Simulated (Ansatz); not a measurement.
`C=C(F)[SiH2]Cl` + `[SiH3]B[SiH3]` → `[SiH3][SiH2]Cl` + `C=C(F)B[SiH3]`  (redistribution)

Computed with Ansatz on PBE0-D4/def2-TZVP structures; ΔE is electronic, products minus reactants. CCSD(T)/CBS adds triple-zeta CCSD(T) − MP2 to the extrapolated MP2 energy (def2 sets, frozen cores). Each species was taken in one conformer, which may not be the lowest.

| species | MP2/def2-QZVPP energy (Eh) |
| --- | --- |
| `C=C(F)[SiH2]Cl` | -927.03523 |
| `[SiH3]B[SiH3]` | -607.00331 |
| `[SiH3][SiH2]Cl` | -1040.86663 |
| `C=C(F)B[SiH3]` | -493.19040 |

**Question.** Work out ΔE.

**Answer.** ΔE = (-1040.86663) + (-493.19040) − (-927.03523) − (-607.00331) = -0.01849 Eh = -48.5 kJ/mol. CCSD(T)/CBS gives -48.3 kJ/mol.

Largest T1 diagnostic among the species: 0.014.
